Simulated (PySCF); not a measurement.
A run for PySCF: D3(BJ) and D4 dispersion corrections on CH6GeO2 (SMILES C[O][GeH2][OH]), a point of a torsion scan.

```python
from pyscf import gto
from pyscf.dispersion import dftd3, dftd4

mol = gto.M(
    atom='''
    C     1.48285377   -0.15002519   -0.18128988
    O     0.43794032    0.77511909    0.02309006
    Ge   -1.25614623    0.43236289    0.36393745
    O    -2.06010248    1.78663142   -0.33350791
    H     2.27833531    0.37507862   -0.71219263
    H     1.87211411   -0.51504031    0.77188025
    H     1.15968958   -1.00493958   -0.77843257
    H    -1.67980953   -0.83944234   -0.33153851
    H    -1.52776092    0.43006015    1.84106222
    H    -1.48735057    2.37565717   -0.82298947
    ''',
    basis='def2-svp',
    charge=0, spin=0, verbose=0, max_memory=1800)
d3, d4 = {}, {}
for xc in ['hf', 'pbe', 'blyp', 'revpbe', 'tpss', 'r2scan', 'b3lyp', 'pbe0', 'bhlyp', 'camb3lyp', 'b2plyp']:
    d3[xc] = float(dftd3.DFTD3Dispersion(mol, xc=xc, version='d3bj', atm=False).get_dispersion()['energy'])
    print(f'D3(BJ) {xc:10s} {d3[xc]:14.8f} Eh')
for xc in ['hf', 'pbe', 'blyp', 'revpbe', 'tpss', 'r2scan', 'b3lyp', 'pbe0', 'bhlyp', 'camb3lyp', 'b2plyp']:
    d4[xc] = float(dftd4.DFTD4Dispersion(mol, xc={'camb3lyp': 'cam-b3lyp'}.get(xc, xc), atm=True).get_dispersion()['energy'])
    print(f'D4     {xc:10s} {d4[xc]:14.8f} Eh')
```

The log:

```
D3(BJ) hf            -0.04810505 Eh
D3(BJ) pbe           -0.00583641 Eh
D3(BJ) blyp          -0.01255335 Eh
D3(BJ) revpbe        -0.01462997 Eh
D3(BJ) tpss          -0.00738491 Eh
D3(BJ) r2scan        -0.00163921 Eh
D3(BJ) b3lyp         -0.01030279 Eh
D3(BJ) pbe0          -0.00509081 Eh
D3(BJ) bhlyp         -0.00822866 Eh
D3(BJ) camb3lyp      -0.00467618 Eh
D3(BJ) b2plyp        -0.00487286 Eh
D4     hf            -0.02170504 Eh
D4     pbe           -0.00596249 Eh
D4     blyp          -0.01321436 Eh
D4     revpbe        -0.01893696 Eh
D4     tpss          -0.00804132 Eh
D4     r2scan        -0.00146955 Eh
D4     b3lyp         -0.00958982 Eh
D4     pbe0          -0.00500860 Eh
D4     bhlyp         -0.00717450 Eh
D4     camb3lyp      -0.00505089 Eh
D4     b2plyp        -0.00414477 Eh
```

The run finished.

Cost: roughly 0.03 core-seconds.
